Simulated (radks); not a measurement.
Initial-state core-level shifts of the praseodymium ion Pr3+ when its valence configuration changes from [Xe] 4f2. Method: Dirac Kohn-Sham, PBE, spin-unpolarised, spherical densities, finite nucleus; open shells are shared between the two j in proportion to 2j + 1; Fermi nuclear charge, rms radius 4.8919 fm; computed with a radial shooting solver on a logarithmic mesh with Libxc functionals. Shifts are changes of the shell-averaged eigenvalues in eV (positive: less bound); the change of the density at the nucleus, which sets a Mossbauer isomer shift, is in e/bohr^3, on a base of 4.169e+05.

| valence | 2s | 2p | 3d | 5s | density at nucleus |
|---|---|---|---|---|---|
| 4f1 6p1 | -12.798 | -12.658 | -13.896 | -7.526 | +33.55 |
| 4f1 6s1 | -11.792 | -11.655 | -12.885 | -6.577 | +74.13 |
| 4f1.5 6p0.5 | -6.199 | -6.133 | -6.721 | -3.728 | +15.99 |
| 4f1.5 5d0.5 | -4.103 | -4.041 | -4.652 | -1.870 | +12.61 |
| 6s2 | -25.049 | -24.748 | -27.425 | -13.394 | +163.55 |
| 4f1 5d1 | -8.470 | -8.340 | -9.620 | -3.763 | +26.27 |
| 4f1.5 6s0.5 | -5.693 | -5.628 | -6.213 | -3.246 | +35.15 |
| 6s1 6p1 | -26.030 | -25.725 | -28.414 | -14.312 | +118.33 |
